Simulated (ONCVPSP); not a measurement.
# Scattering properties, ONCV potential for neon

ONCVPSP 4.0.1 input, shortened (lines: element, Z, core and valence counts, functional; n l f; lmax; l rc ep ncon nbas qcut; lloc lpopt rc5 dvloc0; l nproj debl; icmod fcfact rcfact), PBE, non-relativistic:

```
  Ne 10.00    1    2        4      upf
    1    0    2.00
    2    0    2.00
    2    1    6.00
    1
    0    0.55    0.00    3    8   14.50
    1    0.95    0.00    4    8   12.20
    4    5    0.50    4.00
    0    1    0.90
    1    2    1.40
    3    3.00    1.45
```

The phase is arctan(r·R′/R) of the radial function R(r), unwrapped; energies in Ha, scanned from -3 to 5 Ha. A pole is an energy at which the radial function vanishes at the test radius. The pseudo phase is shifted by a multiple of π to meet the all-electron one at the reference energy, and phase errors are pseudo minus all-electron; the curves can meet again beyond the range given. Levels narrower than the energy grid can be missing from the lists of poles.

| channel | radius (bohr) | reference energy (Ha) | poles, all-electron | poles, pseudo | unbroken range about the reference energy with phases within 0.05 rad | phase error 1 Ha above the reference energy (rad) |
| --- | --- | --- | --- | --- | --- | --- |
| s | 0.56 | -1.33 | none | none | the whole range | -0.001 |
| p | 0.96 | -0.49 | 2.02 | 2.02 | the whole range | +0.000 |

Phases in the s channel:

```
E (Ha)  all-electron  pseudo
 -2.98        -0.163  -0.165
 -2.54        -0.242  -0.244
 -2.10        -0.321  -0.322
 -1.66        -0.397  -0.398
 -1.22        -0.471  -0.471
 -0.78        -0.541  -0.542
 -0.34        -0.608  -0.609
  0.10        -0.671  -0.672
  0.54        -0.729  -0.732
  0.98        -0.784  -0.788
  1.42        -0.835  -0.840
  1.86        -0.882  -0.888
  2.30        -0.925  -0.933
  2.74        -0.966  -0.975
  3.18        -1.003  -1.014
  3.62        -1.038  -1.050
  4.06        -1.070  -1.084
  4.50        -1.100  -1.116
  4.94        -1.127  -1.145
```
